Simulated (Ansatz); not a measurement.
Mg₃N₂⁺. Charge 1, multiplicity 2. Geometry PBE-D4/def2-SVP; atoms count from 1.

Cartesian coordinates in Å:
```
Mg -0.276 1.162 1.974
Mg 1.279 0.170 -2.298
Mg -1.453 -1.393 1.128
N 0.467 0.557 -0.228
N -0.018 -0.495 -0.577
```

The charge 1 doublet is spin-contaminated (final ⟨S²⟩ up to 1.07, 0.75 for a pure state). The structure comes from a short search, and lower isomers may exist.

**Question.** Estimate the Mulliken populations from the PBE0/def2-TZVP orbitals of Ansatz.

**Answer.** 
| atom | charge (e) | spin (α − β) |
| --- | --- | --- |
| Mg1 | 0.45 | -0.26 |
| Mg2 | 0.67 | 1.03 |
| Mg3 | 0.45 | -0.26 |
| N4 | -0.29 | 0.24 |
| N5 | -0.29 | 0.24 |
Mulliken values and Mayer orders depend strongly on the basis.

**Question.** Where does the spin sit?

**Answer.** Summed by element: Mg 0.52, N 0.48, of 1 unpaired in all. Largest on single atoms: Mg2 1.03, Mg3 -0.26, Mg1 -0.26.

**Question.** And the Mayer bond orders between bonded heavy atoms (over 0.3)?

**Answer.** Mg1–Mg3 0.63 (2.94 Å); Mg1–N4 0.32 (2.40 Å); Mg3–N5 0.32 (2.40 Å); N4–N5 1.96 (1.21 Å).
